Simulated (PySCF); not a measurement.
BeH₂Se₂, SMILES [SeH][Be][SeH]. The structure is a stationary point at B3LYP-D3(BJ)/def2-TZVP. Other conformers were not sampled.

Computed equilibrium geometry at B3LYP-D3(BJ)/def2-TZVP (PySCF confirms it by a frequency run) as bond lengths and angles, and its point group (one conformer of several):
point group C2.
Atoms: Be1 Se2 H3 Se4 H5. Bonds (Å): Be1–Se2 2.033, Be1–Se4 2.033, Se2–H3 1.474, Se4–H5 1.474. Angles (°): Se2–Be1–Se4 177.9, Be1–Se2–H3 90.9, Be1–Se4–H5 90.9.
Charge 0, spin multiplicity 1.
